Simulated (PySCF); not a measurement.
PySCF input file for Be(Br)(OH) (BeBrHO), SMILES [OH][Be][Br], TDA-B3LYP/def2-TZVPD. Coordinates come from a PBE0-D3(BJ)/def2-TZVP optimisation. The values are those of a single conformer.

```python
import numpy as np
from pyscf import gto, scf, dft, tdscf

mol = gto.M(
    atom='''
    Be   -0.01436402   -1.15969108    0.00000000
    Br    0.00403248    0.81137283   -0.00000000
    O    -0.08389231   -2.56506091   -0.00000000
    H     0.58745780   -3.23879750   -0.00000000
    ''',
    basis='def2-TZVPD',
    charge=0,
    spin=0,
    symmetry=True,
    max_memory=1600,
    verbose=4,
)
mf = dft.RKS(mol, xc='b3lyp').density_fit(auxbasis='def2-universal-jkfit')
mf.grids.level = 3
mf.conv_tol = 1e-9
mf.max_cycle = 100
mf.kernel()
mf.grids = dft.Grids(mol).set(level=1).build(with_non0tab=True)  # coarser grid for the response kernel
td = tdscf.TDA(mf)
td.singlet = True
td.nstates = 10
td.conv_tol = 1e-4
td.kernel(x0=td.get_init_guess(mf, 15))
td.analyze()
tt = tdscf.TDA(mf)
tt.singlet = False
tt.nstates = 4
tt.conv_tol = 1e-4
tt.kernel(x0=tt.get_init_guess(mf, 9))
tt.analyze(verbose=3)
```

It prints:

```
PySCF version 2.14.0

[INPUT] verbose = 4
[INPUT] num. atoms = 4
[INPUT] num. electrons = 48
[INPUT] charge = 0
[INPUT] spin (= nelec alpha-beta = 2S) = 0
[INPUT] symmetry True subgroup None
[INPUT] Mole.unit = angstrom
[INPUT] Symbol           X                Y                Z      unit          X                Y                Z       unit  Magmom
[INPUT]  1 Be    -0.014364020000  -1.159691080000   0.000000000000 AA   -0.027144063848  -2.191498530301   0.000000000000 Bohr   0.0
[INPUT]  2 Br     0.004032480000   0.811372830000   0.000000000000 AA    0.007620282803   1.533272433613   0.000000000000 Bohr   0.0
[INPUT]  3 O     -0.083892310000  -2.565060910000   0.000000000000 AA   -0.158533489857  -4.847262612728   0.000000000000 Bohr   0.0
[INPUT]  4 H      0.587457800000  -3.238797500000   0.000000000000 AA    1.110134351740  -6.120440247926   0.000000000000 Bohr   0.0

nuclear repulsion = 103.442846361069
point group symmetry = Cs
symmetry origin: [ 1.57477177e-09 -1.96846476e-09  0.00000000e+00]
symmetry axis x: [ 1.00000000e+00 -1.03736916e-09  0.00000000e+00]
symmetry axis y: [1.03736916e-09 1.00000000e+00 0.00000000e+00]
symmetry axis z: [0. 0. 1.]
num. orbitals of irrep A' = 88
num. orbitals of irrep A" = 40
number of shells = 48
number of NR pGTOs = 209
number of NR cGTOs = 128
basis = def2-TZVPD
ecp = {}


******** <class 'pyscf.df.df_jk.DFSymAdaptedRKS'> ********
method = DFSymAdaptedRKS
initial guess = minao
damping factor = 0
level_shift factor = 0
DIIS = <class 'pyscf.scf.diis.CDIIS'>
diis_start_cycle = 1
diis_space = 8
diis_damp = 0
SCF conv_tol = 1e-09
SCF conv_tol_grad = None
SCF max_cycles = 100
direct_scf = False
XC library pyscf.dft.libxc version 7.1.2
    S. Lehtola, C. Steigemann, M. J. T. Oliveira, and M. A. L. Marques,  SoftwareX 7, 1–5 (2018)
XC functionals = b3lyp
    P. J. Stephens, F. J. Devlin, C. F. Chabalowski, and M. J. Frisch,  J. Phys. Chem. 98, 11623 (1994)
radial grids:
    Treutler-Ahlrichs [JCP 102, 346 (1995); DOI:10.1063/1.469408] (M4) radial grids

becke partition: Becke, JCP 88, 2547 (1988); DOI:10.1063/1.454033
pruning grids: <function nwchem_prune>
grids dens level: 3
symmetrized grids: True
atomic radii adjust function: <function treutler_atomic_radii_adjust>
small_rho_cutoff = 0
Freeze 0 electrons in irreps []
    48 free electrons in irreps A' A"
Set gradient conv threshold to 3.16228e-05
Initial guess from minao.
tot grids = 58040
******** <class 'pyscf.df.df.DF'> ********
auxbasis = def2-universal-jkfit
init E= -2664.02674735281
HOMO (A") = -0.341823682443926  LUMO (A') = -0.074035053236841  gap/eV = 7.28690
cycle= 1 E= -2664.80126118325  delta_E= -0.775  |g|= 0.893  |ddm|= 2.23
HOMO (A") = -0.164622102222581  LUMO (A') = -0.0191566035353844  gap/eV = 3.95832
cycle= 2 E= -2664.34371799273  delta_E= 0.458  |g|= 1.73  |ddm|= 1.33
HOMO (A") = -0.292479980699592  LUMO (A') = -0.0387588531826244  gap/eV = 6.90410
cycle= 3 E= -2664.93066345022  delta_E= -0.587  |g|= 0.143  |ddm|= 0.957
HOMO (A") = -0.311772303269922  LUMO (A') = -0.0353857880088501  gap/eV = 7.52086
cycle= 4 E= -2664.93480246428  delta_E= -0.00414  |g|= 0.0204  |ddm|= 0.133
HOMO (A") = -0.306264399248208  LUMO (A') = -0.0345833765421179  gap/eV = 7.39282
cycle= 5 E= -2664.93487810283  delta_E= -7.56e-05  |g|= 0.0103  |ddm|= 0.0314
HOMO (A") = -0.307667136063915  LUMO (A') = -0.0345369117570237  gap/eV = 7.43225
cycle= 6 E= -2664.93489705817  delta_E= -1.9e-05  |g|= 0.00261  |ddm|= 0.0105
HOMO (A") = -0.307390774011018  LUMO (A') = -0.0346262881749971  gap/eV = 7.42230
cycle= 7 E= -2664.93489859231  delta_E= -1.53e-06  |g|= 0.000275  |ddm|= 0.00229
HOMO (A") = -0.307373770043595  LUMO (A') = -0.034610147617891  gap/eV = 7.42228
cycle= 8 E= -2664.93489861279  delta_E= -2.05e-08  |g|= 8.7e-05  |ddm|= 0.000346
HOMO (A") = -0.307381449574598  LUMO (A') = -0.0346143864937094  gap/eV = 7.42237
cycle= 9 E= -2664.93489861487  delta_E= -2.08e-09  |g|= 7.4e-06  |ddm|= 8.76e-05
HOMO (A") = -0.307381250858289  LUMO (A') = -0.0346140141010956  gap/eV = 7.42237
cycle= 10 E= -2664.93489861489  delta_E= -1.64e-11  |g|= 2.09e-06  |ddm|= 6.05e-06
HOMO (A") = -0.307381525071365  LUMO (A') = -0.034613993571129  gap/eV = 7.42238
Extra cycle  E= -2664.93489861489  delta_E= -4.55e-13  |g|= 2.71e-06  |ddm|= 3.36e-06
converged SCF energy = -2664.93489861489
tot grids = 20072


******** <class 'pyscf.tdscf.rks.TDA'> for <class 'pyscf.df.df_jk.DFSymAdaptedRKS'> ********
nstates = 10 singlet
deg_eia_thresh = 1.000e-03
wfnsym = None
conv_tol = 0.0001
eigh lindep = 1e-12
eigh level_shift = 0
eigh max_cycle = 100


Excitation energies (eV)
[6.4967239  6.57995916 7.29956409 7.46705589 7.60081788 7.60523132
 7.84253634 7.89145957 7.97245071 8.13207311]

** Singlet excitation energies and oscillator strengths **
Excited State   1:   A"      6.49672 eV    190.84 nm  f=0.0240
      24 -> 25        0.69921
Excited State   2:   A'      6.57996 eV    188.43 nm  f=0.0425
      23 -> 25        0.70042
Excited State   3:   A"      7.29956 eV    169.85 nm  f=0.0003
      24 -> 26        0.68813
Excited State   4:   A'      7.46706 eV    166.04 nm  f=0.0023
      23 -> 26       -0.53341
      24 -> 28        0.43606
Excited State   5:   A"      7.60082 eV    163.12 nm  f=0.0939
      22 -> 25        0.61950
      23 -> 28        0.28385
      24 -> 27        0.14577
Excited State   6:   A"      7.60523 eV    163.02 nm  f=0.0216
      22 -> 25       -0.27994
      23 -> 28        0.62606
      23 -> 30       -0.11891
Excited State   7:   A"      7.84254 eV    158.09 nm  f=0.0287
      22 -> 25       -0.15727
      24 -> 27        0.67551
Excited State   8:   A'      7.89146 eV    157.11 nm  f=0.0833
      21 -> 25        0.16757
      23 -> 26       -0.10250
      23 -> 27        0.67221
Excited State   9:   A'      7.97245 eV    155.52 nm  f=0.0268
      21 -> 25       -0.63592
      23 -> 26       -0.16066
      23 -> 27        0.12890
      24 -> 28       -0.18865
Excited State  10:   A'      8.13207 eV    152.46 nm  f=0.0357
      20 -> 25        0.46203
      21 -> 25       -0.18510
      23 -> 26        0.26963
      23 -> 27        0.11677
      24 -> 28        0.37638

** Transition electric dipole moments (AU) **
state          X           Y           Z        Dip. S.      Osc.
  1         0.0000     -0.0000      0.3886      0.1510      0.0240
  2         0.5107     -0.0538     -0.0000      0.2637      0.0425
  3         0.0000     -0.0000     -0.0410      0.0017      0.0003
  4         0.0480      0.1024     -0.0000      0.0128      0.0023
  5         0.0000     -0.0000      0.7103      0.5045      0.0939
  6         0.0000     -0.0000     -0.3407      0.1161      0.0216
  7         0.0000     -0.0000      0.3862      0.1492      0.0287
  8         0.6552      0.0390      0.0000      0.4308      0.0833
  9        -0.3696     -0.0257     -0.0000      0.1372      0.0268
 10        -0.1812     -0.3825     -0.0000      0.1791      0.0357

** Transition velocity dipole moments (imaginary part, AU) **
state          X           Y           Z        Dip. S.      Osc.
  1         0.0000      0.0000      0.0805      0.0065      0.0181
  2         0.1083     -0.0131     -0.0000      0.0119      0.0328
  3         0.0000     -0.0000     -0.0048      0.0000      0.0001
  4         0.0067      0.0114     -0.0000      0.0002      0.0004
  5         0.0000     -0.0000      0.1799      0.0323      0.0772
  6         0.0000      0.0000     -0.0810      0.0066      0.0156
  7         0.0000     -0.0000      0.1088      0.0118      0.0274
  8         0.1744      0.0180     -0.0000      0.0307      0.0706
  9        -0.0919     -0.0558     -0.0000      0.0116      0.0263
 10        -0.0418     -0.0389     -0.0000      0.0033      0.0073

** Transition magnetic dipole moments (imaginary part, AU) **
state          X           Y           Z
  1        -0.5164     -0.0099     -0.0000
  2        -0.0000     -0.0000      0.4093
  3         0.0823      0.0354      0.0000
  4         0.0000     -0.0000     -0.0077
  5         0.6336      0.0384     -0.0000
  6        -0.3452     -0.0017      0.0000
  7        -0.2452      0.0076     -0.0000
  8        -0.0000     -0.0000     -0.1000
  9         0.0000      0.0000      0.6742
 10         0.0000      0.0000      0.3138


******** <class 'pyscf.tdscf.rks.TDA'> for <class 'pyscf.df.df_jk.DFSymAdaptedRKS'> ********
nstates = 4 triplet
deg_eia_thresh = 1.000e-03
wfnsym = None
conv_tol = 0.0001
eigh lindep = 1e-12
eigh level_shift = 0
eigh max_cycle = 100


Excitation energies (eV)
[6.30656628 6.37372683 6.97451478 7.12525106]

** Triplet excitation energies and oscillator strengths **
Excited State   1:   A"      6.30657 eV    196.60 nm  f=0.0000
Excited State   2:   A'      6.37373 eV    194.52 nm  f=0.0000
Excited State   3:   A'      6.97451 eV    177.77 nm  f=0.0000
Excited State   4:   A"      7.12525 eV    174.01 nm  f=0.0000
```

The run converged.
